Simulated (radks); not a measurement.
Values are calculated unless marked as measured or tabulated.
Spherical quantum dot in the effective-mass picture: electrons in a hard-walled sphere of radius 4.03, with a point charge +1 (a donor) at the centre, all in effective atomic units (hartree* = m*/eps^2 hartree, bohr* = eps/m* bohr), one dielectric constant everywhere. Level of theory: non-relativistic Kohn-Sham, exchange-only LDA, spin-polarised, spherical densities (a radial shooting solver with Libxc functionals). Levels are named by radial order and angular momentum (1s, 1p, 1d, 2s, ...), and open shells are averaged over m. Each electron was tried in the lowest free levels, single moves between levels near the top were tried too, and the lowest total energy was kept; such a search can miss a lower state. At N = 1 the Hartree and exchange-correlation terms need not cancel, so that row can carry a self-interaction error.

N                         open shells  2S  E (hartree*)  mu = E(N) - E(N-1) (hartree*)  addition energy mu(N+1) - mu(N) (hartree*)  e(HOMO) (hartree*)  rms radius (bohr*)
1                    1s(up 1, down 0)   1     -0.435298                       -0.43530                                      0.6060            -0.19864               1.555
2                                none   0     -0.264550                        0.17075                                      0.7713             0.34694               1.797
3                    1p(up 1, down 0)   1      0.677508                        0.94206                                      0.3079              1.0927               2.099
4                    1p(up 2, down 0)   2       1.92742                         1.2499                                      0.3185              1.4084               2.253
5                    1p(up 3, down 0)   3       3.49580                         1.5684                                      0.4425              1.7286               2.353
6                    1p(up 3, down 1)   2       5.50671                         2.0109                                      0.2910              2.1529               2.430
7                    1p(up 3, down 2)   1       7.80863                         2.3019                                      0.3035              2.4526               2.489
8                                none   0       10.4141                         2.6055                                      0.6447              2.7589               2.537
9                    1d(up 1, down 0)   1       13.6643                         3.2502                                      0.2961              3.3978               2.589
10                   1d(up 2, down 0)   2       17.2106                         3.5463                                      0.2983              3.6952               2.633
11                   1d(up 3, down 0)   3       21.0552                         3.8446                                      0.2995              3.9942               2.669
12                   1d(up 4, down 0)   4       25.1993                         4.1441                                      0.3001              4.2941               2.701
13                   1d(up 5, down 0)   5       29.6435                         4.4442                                      0.4067              4.5944               2.729
14                   1d(up 5, down 1)   4       34.4944                         4.8509                                      0.2892              4.9950               2.754
15                   1d(up 5, down 2)   3       39.6345                         5.1401                                      0.2917              5.2856               2.777
16                   1d(up 5, down 3)   2       45.0663                         5.4318                                      0.2933              5.5783               2.797
17                   1d(up 5, down 4)   1       50.7914                         5.7251                                      0.2942              5.8721               2.816
18                               none   0       56.8107                         6.0193                                      0.4718              6.1667               2.833
19                   2s(up 1, down 0)   1       63.3019                         6.4912                                      0.5210              6.6978               2.824
20  2s(up 1, down 0) 1f(up 1, down 0)   2       70.3141                         7.0122                                      0.2896              7.1569               2.842
21  2s(up 1, down 0) 1f(up 2, down 0)   3       77.6159                         7.3018                                      0.2901              7.4468               2.859
22  2s(up 1, down 0) 1f(up 3, down 0)   4       85.2078                         7.5919                                      0.2904              7.7370               2.875
23  2s(up 1, down 0) 1f(up 4, down 0)   5       93.0900                         7.8823                                      0.2906              8.0275               2.889
24  2s(up 1, down 0) 1f(up 5, down 0)   6       101.263                         8.1728                                      0.2907              8.3182               2.902
25  2s(up 1, down 0) 1f(up 6, down 0)   7       109.726                         8.4636                                      0.2908              8.6089               2.915
26  2s(up 1, down 0) 1f(up 7, down 0)   8       118.481                         8.7543                                      0.3885              8.8997               2.927
27  2s(up 1, down 0) 1f(up 7, down 1)   7       127.624                         9.1429                                      0.2854              9.2855               2.938
28  2s(up 1, down 0) 1f(up 7, down 2)   6       137.052                         9.4283                                      0.2860              9.5712               2.949
29  2s(up 1, down 0) 1f(up 7, down 3)   5       146.766                         9.7143                                      0.2865              9.8575               2.959
30  2s(up 1, down 0) 1f(up 7, down 4)   4       156.767                         10.001                                      0.2869              10.144               2.968
31  2s(up 1, down 0) 1f(up 7, down 5)   3       167.055                         10.288                                      0.2871              10.431               2.977
32  2s(up 1, down 0) 1f(up 7, down 6)   2       177.630                         10.575                                      0.2873              10.718               2.986
33                   2s(up 1, down 0)   1       188.492                         10.862                                      0.5057              11.008               2.994
34                               none   0       199.860                         11.368                                      0.5343              11.567               2.982
35                   1g(up 1, down 0)   1       211.762                         11.902                                      0.2843              12.044               2.992
36                   1g(up 2, down 0)   2       223.948                         12.186                                      0.2844              12.329               3.000
37                   1g(up 3, down 0)   3       236.419                         12.471                                      0.2845              12.613               3.009
38                   1g(up 4, down 0)   4       249.174                         12.755                                      0.2846              12.898               3.017
39                   1g(up 5, down 0)   5       262.214                         13.040                                      0.2847              13.182               3.024
40                   1g(up 6, down 0)   6       275.539                         13.325                                      0.2847              13.467               3.032
41                   1g(up 7, down 0)   7       289.148                         13.609                                      0.2847              13.752               3.039
42                   1g(up 8, down 0)   8       303.042                         13.894                                      0.2847              14.036               3.046
43                   1g(up 9, down 0)   9       317.221                         14.179                                           -              14.321               3.052

All shells are closed at N = 2, 8, 18, 34 (there: 1s2 1p6 1d10 2s2 1f14); the second difference of the energy has clear peaks (12 % above both neighbours; the first and last values, which can be the largest, are not judged, and half-filled shells can peak too) at N = 2, 5, 8, 13, 26.
